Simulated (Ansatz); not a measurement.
Mulliken charges of CH$_{4}$Cl$_{2}$NOV, SMILES `C[N]=[V]([OH])([Cl])[Cl]` from PBE/def2-TZVPP in Ansatz (PBE0-D4/def2-TZVP geometry).

```csv
atom,x (Å),y (Å),z (Å),charge (e)
C1,-1.407,-0.930,-0.322,-0.166
N2,-0.291,-0.110,-0.053,-0.470
V3,0.859,0.948,0.261,0.931
O4,2.391,0.103,0.301,-0.361
Cl5,0.788,2.404,-1.340,-0.247
Cl6,0.370,1.811,2.185,-0.247
H7,-1.096,-1.971,-0.455,0.106
H8,-2.118,-0.876,0.509,0.120
H9,-1.906,-0.591,-1.236,0.120
H10,2.493,-0.840,0.155,0.214
```

Problem. By hand: the dipole of these point charges (1 e Å = 4.8032 D).

Solution. Σ q r = (-0.045, -0.554, -0.098) e Å, of length 0.564 e Å = 2.71 D.

Problem. How does the dipole of the full density compare? (An estimate is asked.)

Solution. Computed: (-0.270, -0.852, -0.175) e Å, 4.37 D; the point charges give 0.62 times that, at 13° from its direction.

Point charges leave out the atoms' own dipoles, such as those of lone pairs, and Mulliken's split depends on the basis, so the two needn't agree.
